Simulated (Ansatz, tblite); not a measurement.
Forces on KBi₄⁻ at its r2SCAN-D4/def2-SVPD geometry. Total charge -1; singlet.

In the def2 sets Bi takes a core potential; there is no spin–orbit coupling. The xTB rows come from tblite. The restricted singlet is unstable towards broken spin symmetry in Hartree–Fock (as tested in another run); at PBE-D4/def2-TZVPD this wasn't settled. At PBE-D4/def2-TZVPD the highest occupied level of the charge -1 singlet lies above zero (up to 0.09 eV). The electron is either unbound and held by the finite basis, or the level is raised by self-interaction error. The structure comes from a short search, and lower isomers may exist.

GFN2-xTB (tblite), largest force 0.93 eV/Å:

```xyz
5
positions Å, forces eV/Å
K     0.810   -2.164   -1.054   -0.096    0.257    0.125
Bi   -2.023   -1.034    0.428    0.798    0.445   -0.156
Bi    0.081    0.685    1.856    0.005   -0.124   -0.247
Bi   -0.928    1.579   -0.754    0.129   -0.234    0.072
Bi    2.060    0.934   -0.477   -0.836   -0.343    0.206
```

PBE-D4/def2-TZVPD (Ansatz), largest force 0.04 eV/Å:

```
K 0.006 -0.017 -0.008
Bi 0.032 0.031 -0.002
Bi -0.011 0.007 -0.036
Bi 0.015 -0.016 0.031
Bi -0.042 -0.005 0.014
```
